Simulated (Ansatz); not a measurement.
`F[Si](F)(F)BCl` + CH₃SH → `CSBCl` + `F[SiH](F)F` at 298.15 K and 1 bar (cleavage of the B–Si bond).

Calculated with Ansatz (gas phase, PBE0-D4/def2-TZVP geometries, no zero-point term in ΔE). CCSD(T)/CBS adds triple-zeta CCSD(T) − MP2 to the extrapolated MP2 energy (def2 sets, frozen cores). This one scheme is used for every species. Each species was taken in one conformer, which may not be the lowest.

| species | CCSD(T)/CBS energy (Eh) | H − E (kJ/mol) | S (J/(mol·K)) |
| --- | --- | --- | --- |
| `F[Si](F)(F)BCl` | -1073.86290 | 83.1 | 368.5 |
| CH₃SH | -438.22835 | 133.0 | 253.2 |
| `CSBCl` | -922.86962 | 156.8 | 322.9 |
| `F[SiH](F)F` | -589.26725 | 60.9 | 277.9 |

H − E and S are ideal-gas, rigid-rotor, harmonic terms from PBE0-D4/def2-TZVP, for one conformer and one mirror image of each species. 1 Eh = 2625.50 kJ/mol, R = 8.31446 J/(mol·K).

By hand: ΔE, ΔH, ΔS and ΔG.

ΔE = (-922.86962) + (-589.26725) − (-1073.86290) − (-438.22835) = -0.04562 Eh = -119.8 kJ/mol. Δ(H − E) = 156.8 + 60.9 − 83.1 − 133.0 = 1.6, so ΔH = -118.2 kJ/mol. ΔS = 322.9 + 277.9 − 368.5 − 253.2 = -20.9 J/(mol·K). ΔG = -118.2 − 298.15 × (-20.9)/1000 = -112.0 kJ/mol.

By hand: the equilibrium constant, and the temperature at which ΔG would vanish if ΔH and ΔS stayed fixed.

log₁₀ K = −ΔG/(RT ln 10) = 19.6. ΔG = 0 at ΔH/ΔS = 5656 K, far beyond where these terms or the molecules hold.

ΔH outweighs TΔS. A doubt of 5 kJ/mol in ΔE shifts log₁₀ K by 0.9 here. Other conformers and mirror images would add mixing entropy, several J/(mol·K) or more a flexible species. Modes under 60 cm⁻¹, often nearly free rotors, make the harmonic entropy too high. These are equilibria of isolated gas molecules and say nothing of rates. Largest T1 diagnostic: 0.013 (customary marks: 0.02 for closed shells, 0.045 for open ones).
